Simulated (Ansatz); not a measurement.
Species: ZnF2, net charge 0, triplet state. The spin state was set by rule; other spins were not relaxed. SMILES of the parent species: [F][Zn][F]
Coordinates optimised at B3LYP-D3(BJ)/def2-TZVP (Ansatz, a quantum-chemistry and plane-wave program):
```
Zn
F 1 1.9878
F 1 1.9878 2 60.94
```
Charge 0, spin multiplicity 3.

Wanted: atomisation energy (electronic, to ground-state atoms), in kcal/mol. Valence correlation only, unless marked. Open shells are spin-unrestricted. Spin-orbit coupling is left out. The frozen core is the preceding noble-gas configuration, with the filled d and f shells of earlier blocks. Non-relativistic.  The program attaches cautions to a run behind CCSD(T)/6-31G: other roots.

| level | program | atomisation energy (kcal/mol) |
|---|---|---|
| revPBE/def2-TZVPD | Ansatz | 90.7 |
| PBE0/STO-3G | Ansatz | 283.0 |
| PBE0-D4/def2-TZVP | Ansatz + dftd4 | 84.6 |
| HSE06-D3(BJ)/def2-TZVPD | Ansatz + dftd3 | 85.4 |
| HSE06-D4/def2-TZVPD | Ansatz + dftd4 | 85.5 |
| CAM-B3LYP/def2-TZVPD | Ansatz | 86.0 |
| B2GP-PLYP/def2-TZVPD | Ansatz | 80.6 |
| RI-MP2/def2-TZVPP | Ansatz | 70.9 |
| CCSD(T)/6-31G | Ansatz | 72.3 |

The Hartree-Fock reference is unstable (checked in the largest basis), which strains HF and MP2.
